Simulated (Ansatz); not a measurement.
Start from `O[C]1([InH2])CC1` and change one atom or group to get `O=CC1(O)CC1`.

Ansatz, PBE0-D4/def2-TZVP geometries, multiplicity 1. Each molecule was computed in one conformer, which needn't be the lowest.

Elements past krypton have def2 core potentials.

```
                               property  `O[C]1([InH2])CC1`
  HOMO energy (ωB97M-V/def2-TZVPP) / eV               -9.23
    HOMO–LUMO gap (PBE/def2-TZVPP) / eV                3.31
  LUMO energy (ωB97M-V/def2-TZVPP) / eV               -0.15
HOMO–LUMO gap (ωB97M-V/def2-TZVPP) / eV                9.08
     HOMO energy (PBE0/def2-TZVPP) / eV               -7.03
   HOMO–LUMO gap (PBE0/def2-TZVPP) / eV                5.47
```

(1) Give the same properties after the change, and the shifts. (An estimate is asked.)

## Answers

(1) Ansatz gave: 
| property | `O=CC1(O)CC1` | shift |
| --- | --- | --- |
| HOMO energy (ωB97M-V/def2-TZVPP) / eV | -9.76 | -0.53 |
| HOMO–LUMO gap (PBE/def2-TZVPP) / eV | 4.02 | 0.71 |
| LUMO energy (ωB97M-V/def2-TZVPP) / eV | 1.30 | 1.45 |
| HOMO–LUMO gap (ωB97M-V/def2-TZVPP) / eV | 11.05 | 1.97 |
| HOMO energy (PBE0/def2-TZVPP) / eV | -7.48 | -0.45 |
| HOMO–LUMO gap (PBE0/def2-TZVPP) / eV | 6.54 | 1.07 |

With PBE0 the HOMO falls by 0.45 eV and the LUMO rises by 0.62 eV, so the gap widens by about 1.07 eV. PBE moves the HOMO by -0.47 eV and ωB97M-V by -0.53 eV.

Positive LUMOs are unbound, so they and the gaps depend on the basis.
